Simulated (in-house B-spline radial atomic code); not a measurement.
Radial electron density of Tb5+, [Kr] 4d9 4f7 5s2 5p5 6g1. Level of theory: Dirac-Hartree-Fock, average of configuration, Fermi nucleus of rms radius 5.06 fm; calculated with a radial B-spline atomic code at the basis-set limit.

Columns: r (bohr), 4πr²n(r) (electrons per bohr), bar.

```
0.000806    3.122 #
 0.00103    4.675 ##
  0.0013    6.804 ###
 0.00166    9.989 ####
 0.00211    14.38 ######
 0.00269    20.45 ########
 0.00342    28.38 ###########
 0.00435    38.42 ###############
 0.00553    50.32 ###################
 0.00703    63.27 ########################
 0.00895    75.72 #############################
  0.0114    85.17 #################################
  0.0145    89.17 ##################################
  0.0184    87.04 ##################################
  0.0234    81.38 ###############################
  0.0298    78.63 ##############################
  0.0379    85.45 #################################
  0.0482    101.3 #######################################
  0.0614    114.3 ############################################
  0.0781    110.5 ###########################################
  0.0993    93.78 ####################################
   0.126    86.74 #################################
   0.161    98.15 ######################################
   0.204    99.69 ######################################
    0.26    71.88 ############################
   0.331    45.57 ##################
   0.421       47 ##################
   0.535    50.43 ###################
   0.681     35.9 ##############
   0.867    19.69 ########
     1.1     12.5 #####
     1.4     8.01 ###
    1.78    3.458 #
    2.27   0.8457 
    2.89   0.1934 
    3.67  0.09279 
    4.67 0.004827 
    5.94  0.07407 
    7.56   0.2056 
    9.62   0.1127 
    12.2  0.01597 
    15.6 0.0004246 
    19.8 1.901e-06 
    25.2 6.421e-10
```

On this grid the curve has 5 maxima, near 0.0145, 0.0614, 0.204, 0.535, 7.56 bohr.

The 6g9/2 radial function P(r) = rR(r), positive near the nucleus, with its small component Q(r) (sign convention: Q ≈ (P' + κP/r)/2c):

| r (bohr) | P | Q |
| --- | --- | --- |
| 0.26 | 0.000846 | -2.052e-05 |
| 0.421 | 0.003693 | -6.839e-05 |
| 0.681 | 0.0138 | -0.0001718 |
| 1.1 | 0.04929 | -0.0003906 |
| 1.78 | 0.16 | -0.0009263 |
| 2.89 | 0.3325 | -0.001886 |
| 4.67 | 0.06897 | -0.001309 |
| 7.56 | -0.4535 | 0.001049 |
| 12.2 | -0.1263 | 0.0004014 |
| 19.8 | -0.001378 | 4.749e-06 |
